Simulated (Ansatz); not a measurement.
Relaxation of the cluster MoAu4⁻ with UKS r2SCAN-D4/def2-SVPD.

```sh
$ ansatz run in.yaml --threads 4 --pin off --events-out ev --progress --plain --max-ram 4787MiB
```

```yaml
crystal:
  periodic: [false, false, false]
  atoms:
    - {symbol: Mo, position_ang: [-0.002030, -0.000330, 0.000370]}
    - {symbol: Au, position_ang: [-1.723490, -1.458810, -0.122350]}
    - {symbol: Au, position_ang: [1.150350, -0.352980, 1.911900]}
    - {symbol: Au, position_ang: [1.371690, -0.302990, -1.768040]}
    - {symbol: Au, position_ang: [-0.796520, 2.115110, -0.021880]}
basis:
  gaussian: {orbitals: def2-SVPD}
total_charge: -1
magnetization: {spin_polarized: true, initial_magnetization: 1}
hamiltonian: {xc: r2scan, dispersion: d4}
scf: {lower_state_search: "off"}
output: {orbitals: {seedname: orbitals}}
relax: {f_tol: 0.02, max_steps: 100}
```

It took 1.9 min on 4 threads of Arm Neoverse V2 on a shared host, peak host memory 0.71 GiB.

Positions (Å) and forces (eV/Å) at steps 1, 2, 3, 4, 5, 6 of 6:

```xyz
5
step=1 energy=-16639.0036 eV
Mo   -0.002    0.000    0.000   -0.008    0.005    0.006
Au   -1.723   -1.459   -0.122   -3.333   -2.884   -0.314
Au    1.150   -0.353    1.912    2.209   -0.582    3.731
Au    1.372   -0.303   -1.768    2.627   -0.655   -3.476
Au   -0.797    2.115   -0.022   -1.495    4.115    0.054
5
step=2 energy=-16640.8122 eV
Mo   -0.002   -0.001    0.000    0.000   -0.020   -0.025
Au   -1.869   -1.589   -0.141   -0.519   -0.512   -0.127
Au    1.247   -0.372    2.079    0.334    0.017    0.632
Au    1.485   -0.337   -1.924    0.377   -0.171   -0.595
Au   -0.860    2.299   -0.013   -0.192    0.686    0.114
5
step=3 energy=-16640.9740 eV
Mo   -0.006   -0.011   -0.012   -0.009   -0.005   -0.004
Au   -1.867   -1.692   -0.272    0.006   -0.049   -0.069
Au    1.239   -0.217    2.169   -0.019    0.102    0.035
Au    1.438   -0.455   -2.027   -0.023   -0.065   -0.060
Au   -0.804    2.375    0.142    0.045    0.017    0.097
5
step=4 energy=-16641.0240 eV
Mo   -0.008   -0.031   -0.032    0.011    0.063    0.068
Au   -1.826   -1.755   -0.396    0.053    0.012   -0.039
Au    1.188   -0.031    2.205   -0.062    0.051   -0.080
Au    1.363   -0.564   -2.091   -0.055   -0.031    0.016
Au   -0.716    2.381    0.315    0.053   -0.096    0.034
5
step=5 energy=-16641.0443 eV
Mo   -0.003   -0.015   -0.015   -0.005   -0.030   -0.033
Au   -1.728   -1.800   -0.555    0.055    0.053    0.013
Au    1.149    0.122    2.241   -0.024    0.004   -0.042
Au    1.228   -0.700   -2.130   -0.042    0.018    0.065
Au   -0.646    2.393    0.459    0.016   -0.046   -0.002
5
step=6 energy=-16641.0453 eV
Mo   -0.004   -0.017   -0.018   -0.002   -0.012   -0.012
Au   -1.719   -1.800   -0.563    0.008    0.008    0.002
Au    1.140    0.137    2.236    0.002   -0.002    0.002
Au    1.219   -0.706   -2.128   -0.006    0.003    0.009
Au   -0.636    2.386    0.472   -0.002    0.003   -0.002
```

In the def2 sets Au, Mo take a core potential; there is no spin–orbit coupling. The charge -1 doublet is spin-contaminated (final ⟨S²⟩ up to 1.75, 0.75 for a pure state). The relaxation made no stability test and no search for a lower SCF solution. No other spin state of charge -1 was run. The structure comes from a short search, and lower isomers may exist.
